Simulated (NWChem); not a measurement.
Molecule: C₂H₅ClOSi; SMILES C(=O)C[SiH2]Cl

```xyz
10

O      0.5591    -2.7001     0.4761
C      0.5821    -1.7528    -0.2631
C     -0.6332    -0.9911    -0.6986
Si    -0.9074     0.6080     0.2671
Cl     0.7195     1.8599    -0.0164
H      1.5514    -1.3583    -0.6637
H     -0.5548    -0.7108    -1.7625
H     -1.5292    -1.6154    -0.5428
H     -1.0369     0.3277     1.7217
H     -2.1241     1.2908    -0.2515
```
Atoms are numbered in this order, from 1.

All runs: NWChem. Medium grid unless said otherwise, to which SCAN and Minnesota functionals are sensitive. All runs use the structure optimised with PBE0/def2-SVP. Hybrids' shares of exact exchange are those that their runs print; pure functionals count as 0. The functionals differ in more than this share.

```csv
row,share of exact exchange,orbital gap (eV)
PBE/def2-SVP,0.00,3.86
M06-L/def2-SVP,0.00,4.55
B3LYP/def2-SVP,0.20,6.14
B97-2/def2-SVP,0.21,6.30
PBE0/def2-SVP,0.25,6.64
r2SCAN0/def2-SVP,0.25,7.01
PW6B95/def2-SVP,0.28,6.88
M06-2X/def2-SVP,0.54,withheld
```

Task: Fit a straight line of the last column on the one before it, predict the withheld value, and compare with the run.

Result: 
1. Means of the 7 shown rows: x = 0.170, y = 5.911. Slope Σ(x − x̄)(y − ȳ)/Σ(x − x̄)² = 0.8553/0.08520 = 10.04; intercept 4.205.
2. The shown rows scatter about the line by 0.225 (root mean square); the largest residual is -0.35, at PBE/def2-SVP.
3. At x = 0.54 (M06-2X/def2-SVP; beyond the shown range) the line gives 9.63.
4. The run gives 9.29, -0.34 from the line, 1.5 times the scatter.
